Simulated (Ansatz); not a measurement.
Geometry optimisation, RKS BHLYP/def2-SVP in Ansatz 0.2.0.

input.yaml

```yaml
crystal:
  periodic: [false, false, false]
  atoms:
    - { symbol: W, position_ang: [0.0, 0.0, 0.0] }
    - { symbol: Cl, position_ang: [0.0, 0.0, 2.39] }
    - { symbol: Cl, position_ang: [2.39, 0.0, 0.0] }
    - { symbol: H, position_ang: [0.0, 1.72, 0.0] }
    - { symbol: H, position_ang: [-1.72, 0.0, 0.0] }
    - { symbol: H, position_ang: [0.0, -1.72, 0.0] }
    - { symbol: H, position_ang: [0.0, 0.0, -1.72] }
basis:
  gaussian: { orbitals: def2-SVP }
hamiltonian:
  xc: { name: BHLYP }
relax:
  f_tol: 0.02
  max_steps: 40
```

Command:

```bash
$ ansatz run input.yaml --threads 1 --pin off --max-ram 2048MiB --backend cpu --events-out ev --progress --plain --runs-dir out
```

**Question.** Where does it end, and by what steps?

**Answer.** The forces met the threshold. After 8 steps the energy has fallen by 4.051 eV; W1 moved furthest, 0.54 Å.

```csv
step,energy less start (eV),largest force component (eV/Å),accepted
0,0.0000,5.674,yes
1,-1.6155,1.629,yes
2,-2.8236,1.779,yes
3,-3.7109,1.525,yes
4,-4.0226,0.632,yes
5,-4.0477,0.138,yes
6,-4.0489,0.145,yes
7,-4.0505,0.045,yes
8,-4.0508,0.012,yes
```

```xyz
7
Properties=species:S:1:pos:R:3
W 0.381 0.000 0.381
Cl -0.497 0.000 2.498
Cl 2.498 0.000 -0.497
H -0.230 1.415 -0.230
H -1.221 0.000 -0.031
H -0.230 -1.415 -0.230
H -0.031 0.000 -1.221
```

Whether the end is a true minimum wasn't checked by a vibrational analysis.

The run took 49 s on 1 thread of Arm Neoverse V2, with other jobs on the host, peak memory 0.18 GiB.
